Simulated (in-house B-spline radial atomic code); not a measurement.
## Ba: [Xe] 6s2 (an excited or competing configuration)

Computed with an all-electron radial atomic-structure program (B-spline basis): Dirac-Hartree-Fock, average of configuration, Fermi nucleus of rms radius 4.8378 fm.

Z_r = [3n² - l(l+1)]/(2<r>); Z_e = n√(-2ε); the last column is Slater's effective charge. Values are occupation-weighted means over j. An effective charge above Z reflects the relativistic contraction of the inner shells.

| shell | electrons | ε (eV) | <r> (bohr) | Z_r | Z_e | Slater |
| --- | --- | --- | --- | --- | --- | --- |
| 1s | 2 | -37656 | 0.02557 | 58.65 | 52.61 | 55.70 |
| 2s | 2 | -6056.6 | 0.1092 | 54.96 | 42.20 | 51.85 |
| 2p | 6 | -5434.2 | 0.096 | 52.08 | 39.97 | 51.85 |
| 3s | 2 | -1323.9 | 0.2903 | 46.51 | 29.59 | 44.75 |
| 3p | 6 | -1118.3 | 0.2884 | 43.34 | 27.20 | 44.75 |
| 3d | 10 | -814.88 | 0.2658 | 39.51 | 23.22 | 34.85 |
| 4s | 2 | -279.12 | 0.6735 | 35.63 | 18.12 | 28.25 |
| 4p | 6 | -209.76 | 0.7144 | 32.19 | 15.71 | 28.25 |
| 4d | 10 | -104.84 | 0.8009 | 26.22 | 11.10 | 16.85 |
| 5s | 2 | -43.635 | 1.657 | 22.63 | 8.95 | 10.25 |
| 5p | 6 | -24.506 | 1.924 | 18.97 | 6.71 | 10.25 |
| 6s | 2 | -4.4402 | 5.083 | 10.62 | 3.43 | 2.85 |

The least bound orbital is 6s1/2 at -4.44 eV, and it is also the most diffuse (<r> = 5.083 bohr).

Spin-orbit splittings of the orbital energies (j = l + 1/2 above j = l - 1/2 when positive): 2p 383.1 eV, 3p 75.9 eV, 3d 15.94 eV, 4p 15.94 eV, 4d 2.747 eV, 5p 2.279 eV.

For the 1s electron the small component carries 4.28 % of the norm, the zero-frequency Breit interaction raises the level by 97.77 eV, self-energy by 56.65 eV, and vacuum polarisation lowers it by 8.185 eV.
